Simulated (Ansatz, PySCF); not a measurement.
InI2, SMILES [I][In][I], multiplicity 2. Atoms are numbered in the order given.

```xyz
3

In     0.0000     0.0000     0.9184
I      0.0000    -2.4359    -0.4219
I      0.0000     2.4359    -0.4219
```
Charge 0, spin multiplicity 2.

The structure is a stationary point at B3LYP-D3(BJ)/def2-SVP. The spin state was assumed, not searched. The isomer is the one that the SMILES or the coordinates give; other isomers of the formula were not compared. The def2 effective core potentials stand for the cores of I, In; spin–orbit coupling is left out.

Two levels are set side by side: PBE-D3(BJ)/def2-SVP (Ansatz, a first-principles code) and B3LYP-D3(BJ)/def2-SVP (Ansatz). Each level has its own optimised geometry; the coordinates shown are those of the second. Frequencies come from the Hessian of PySCF at each geometry. Differences are taken from unrounded values.

```json
[
 {"quantity": "mean bond length (Å)", "B3LYP-D3(BJ)": "2.780"},
 {"quantity": "bond In1–I2 (Å)", "B3LYP-D3(BJ)": "2.780"},
 {"quantity": "bond In1–I3 (Å)", "B3LYP-D3(BJ)": "2.780"},
 {"quantity": "highest harmonic wavenumber (cm⁻¹)", "B3LYP-D3(BJ)": "187"},
 {"quantity": "mean harmonic wavenumber (cm⁻¹)", "B3LYP-D3(BJ)": "122"},
 {"quantity": "zero-point energy (kcal/mol)", "B3LYP-D3(BJ)": "0.52"}
]
```

Task: What does PBE-D3(BJ) give, and how far is it from B3LYP-D3(BJ)? (An estimate is asked for; the answer gives what the named calculation found.)

Result: 
```tsv
quantity	PBE-D3(BJ)	PBE-D3(BJ) minus B3LYP-D3(BJ)
mean bond length (Å)	2.774	-0.006
bond In1–I2 (Å)	2.774	-0.006
bond In1–I3 (Å)	2.774	-0.006
highest harmonic wavenumber (cm⁻¹)	189	2
mean harmonic wavenumber (cm⁻¹)	122	0
zero-point energy (kcal/mol)	0.52	0.00
```

Here PBE gives about what the other level gives.
